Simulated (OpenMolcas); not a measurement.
**Nb II: effect of the basis set**

```yaml
Program: OpenMolcas 26.06
Method: CASSCF
Active_space: 4 electrons in 5 orbitals (4d)
State_averaging: 2S+1 = 5 even, 5 roots; 2S+1 = 3 even, 45 roots; 2S+1 = 1 even, 50 roots (49 in the spin-orbit step)
Spin-orbit_coupling: state interaction with AMFI integrals over the reference wave functions, term energies averaged over their components
```

A. ANO-R1 [6s4p3d1f], X2C, finite nucleus; cost about 20 core-seconds
B. ANO-RCC-VDZP [6s5p3d1f], DKH2, point nucleus; cost roughly 21 core-seconds
C. ANO-R2 [7s5p4d2f1g], X2C, finite nucleus; cost about 29 core-seconds
D. ANO-RCC-VTZP [7s6p4d2f1g], DKH2, point nucleus; cost roughly 23 core-seconds
E. ANO-RCC-VQZP [8s7p5d3f2g1h], DKH2, point nucleus; cost about 30 core-seconds
F. ANO-R3 [8s6p6d3f2g1h], X2C, finite nucleus; cost roughly 30 core-seconds

Energies in cm⁻¹ above 4d⁴ ⁵D₀, the measured ground level; measured values from NIST Handbook of Basic Atomic Spectroscopic Data.

```tsv
Level	A	B	C	D	E	F	Measured
4d⁴ ⁵D₀	0.0	0.0	0.0	0.0	0.0	0.0	0.0
4d⁴ ⁵D₁	137	142	137	137	138	138	159
4d⁴ ⁵D₂	395	408	396	396	397	398	438
4d⁴ ⁵D₃	754	776	755	755	757	759	801
4d⁴ ⁵D₄	1193	1226	1194	1194	1197	1201	1225
4d⁴ ³H₄	12970	12729	12953	13000	12957	12960	
4d⁴ ³H₅	13266	13035	13252	13299	13257	13262	
4d⁴ ³P₀(1)	13507	13205	13463	13522	13464	13465	
4d⁴ ³H₆	13569	13346	13558	13604	13565	13570	
4d⁴ ³P₁(1)	14285	14004	14249	14306	14253	14257	
4d⁴ ³F₃(1)	15013	14732	14979	15035	14983	14987	
4d⁴ ³F₂(1)	15025	14747	14991	15047	14996	15000	
4d⁴ ³F₄(1)	15148	14872	15115	15170	15119	15124	
4d⁴ ³P₂(1)	15548	15292	15521	15576	15528	15535	
4d⁴ ³G₃	16440	16156	16404	16460	16409	16416	
4d⁴ ³G₄	16734	16454	16699	16756	16705	16712	
4d⁴ ³G₅	16935	16659	16902	16958	16909	16916	
4d⁴ ¹I₆	19717	19359	19670	19745	19676	19684	
4d⁴ ³D₃	20937	20559	20864	20936	20867	20875	
4d⁴ ¹G₄(1)	20963	20580	20897	20979	20904	20912	
4d⁴ ³D₂	21033	20656	20959	21031	20963	20971	
4d⁴ ³D₁	21180	20809	21109	21180	21114	21122	
4d⁴ ¹S₀	24123	23655	24005	24103	24010	24019	
4d⁴ ¹D₂(1)	25572	25085	25445	25543	25450	25459
```

Deviations, from unrounded energies. A percentage is the sum of absolute deviations over the sum of measured energies, with the sign that they share, or ± where signs differ.

| Against measurement | Levels | A | B | C | D | E | F |
| --- | --- | --- | --- | --- | --- | --- | --- |
| mean absolute deviation (cm-1) | 4 | 36 | 18 | 35 | 35 | 34 | 32 |
| fine structure of the ground term (%) | 4 | -5.5 | ±2.8 | -5.4 | -5.4 | -5.1 | -4.8 |

B lies closest to measurement on these levels and A furthest from it. The largest miss of B in the table is 4d⁴ ⁵D₂, by -30 cm-1. The ranking rests on the paired levels alone, and a cruder setting can come out closer through cancelling errors.

Among A to F the level of the table that moves most is 4d⁴ ¹D₂(1), by 490 cm-1 (lowest in B, highest in A).

Some high roots are left out of the spin-orbit mixing, which shifts the levels that they would mix with. Configurations with an s electron lie low at this charge and mix in, so terms can be misplaced. Without dynamic correlation excited terms often stand tens of per cent too high (terms of higher spin than the ground term too low), and those without a measured partner can miss by more than the paired ones. Measured partners are found by configuration, term and J. A level has none where our copy of the source lacks it or the pairing is in doubt (some pairs that miss far off the trend of their configuration count as doubtful), and it then counts in no deviation. Levels of configurations outside the active space are missing. Levels that lie high or do not pair safely by name in every column are left out.

A number in round brackets counts repeated terms of one configuration in the order of the reference energies.
